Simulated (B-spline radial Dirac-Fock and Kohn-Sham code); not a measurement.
# Tb⁵⁺: eigenvalues, ΔSCF and the reference

System: the Tb⁵⁺ ion in the configuration 1s2 2s2 2p6 3s2 3p6 3d10 4s2 4p6 4d10 4f7 5s2 5p5.

The density-functional columns are spherical, spin-unpolarised Dirac-Kohn-Sham results without Breit or QED terms: −ε is minus the orbital energy of the initial state and ΔSCF the difference of two total energies. The reference in the last column comes from Dirac-Fock ΔSCF + Breit + QED. All numbers are from a radial finite-basis atomic code, in eV; a selection of levels is shown. The Kohn-Sham columns are given as differences from the reference. For the 1s level of heavy atoms much of the gap between ΔSCF and the reference is the Breit and QED part, -227.0 eV here; for other levels the error of the functional can be larger.

| level | PBE −ε − DF | PBE ΔSCF − DF | LDA −ε − DF | LDA ΔSCF − DF | Dirac-Fock |
| --- | --- | --- | --- | --- | --- |
| 1s | -207.2 | +263.7 | -255.3 | +214.2 | 52073.1 |
| 2s | -140.6 | -53.6 | -147.2 | -59.8 | 8793.7 |
| 2p1/2 | -105.3 | +4.9 | -108.1 | +2.2 | 8332.3 |
| 2p3/2 | -114.0 | -15.2 | -115.9 | -16.9 | 7594.5 |
| 3s | -73.0 | -44.9 | -74.8 | -46.6 | 2048.9 |
| 3p1/2 | -58.9 | -29.2 | -59.6 | -29.8 | 1849.4 |
| 3p3/2 | -58.3 | -30.5 | -58.7 | -30.8 | 1694.7 |
| 3d3/2 | -38.5 | -6.1 | -38.3 | -5.9 | 1355.3 |
| 3d5/2 | -39.3 | -7.5 | -39.1 | -7.3 | 1322.5 |
| 4s | -36.5 | -22.5 | -37.3 | -23.3 | 484.8 |
| 4p1/2 | -29.6 | -15.8 | -29.9 | -16.1 | 405.1 |
| 4d3/2 | -17.1 | -4.1 | -17.1 | -4.0 | 237.9 |
| 4d5/2 | -17.2 | -4.3 | -17.2 | -4.3 | 231.7 |
| 4f | -8.3 | +3.2 | -7.9 | +3.6 | 79.11 |
| 5s | -9.7 | -1.3 | -9.4 | -1.0 | 118.2 |
| 5p | -6.1 | +1.5 | -5.8 | +1.8 | 89.37 |

Values without a named source are computed, but for edge energies of neutral atoms, which are taken from tables.
